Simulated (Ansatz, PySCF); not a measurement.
Dimer: dimethyl selenide (SMILES C[Se]C) (first 9 atoms) with H2O (SMILES O); geometry from B3LYP-D3(BJ)/def2-TZVP, rigid monomers moved along the line of their centres of mass till Se2···H12 is 4.51 Å.
(charge 0, multiplicity 1):
```tsv
atom	x (Å)	y (Å)	z (Å)
C	-0.8942	1.6941	-0.2074
Se	0.5986	0.4493	0.0682
C	-0.4315	-1.2035	-0.1786
H	-1.6610	1.5131	0.5417
H	-0.4939	2.6989	-0.0909
H	-1.2924	1.5729	-1.2121
H	-1.2179	-1.2564	0.5702
H	0.2617	-2.0312	-0.0455
H	-0.8459	-1.2310	-1.1837
O	-2.0286	0.0768	4.7248
H	-1.7216	0.1215	5.6355
H	-1.2351	0.1982	4.1762
```

Interaction energies are E(AB) − E(A) − E(B) at the monomers' geometry in the complex; basis-set methods are counterpoise corrected.

Frozen-core correlation. Filled d and f shells under p-block atoms count as core.

The values were computed with Ansatz (Gaussian basis) for Hartree–Fock, density functionals and correlated methods; PySCF for the dispersion terms. 

PBE/def2-TZVPPD gives -0.77 kcal/mol for the interaction energy.

Question: Predict the shift from PBE, with its sign, for: PBE-D3(BJ)/def2-TZVPPD, r2SCAN/def2-TZVPPD, PBE0/def2-TZVPPD, wB97M-V/def2-TZVPPD, MP2/aug-cc-pVDZ, CCSD(T)/aug-cc-pVDZ.

Answer: PBE-D3(BJ)/def2-TZVPPD -0.19; r2SCAN/def2-TZVPPD 0.01; PBE0/def2-TZVPPD 0.01; wB97M-V/def2-TZVPPD -0.10; MP2/aug-cc-pVDZ -0.11; CCSD(T)/aug-cc-pVDZ -0.10 kcal/mol. 2 of 6 lie above PBE; the widest gap is to PBE-D3(BJ)/def2-TZVPPD.

Ansatz is an electronic-structure program.
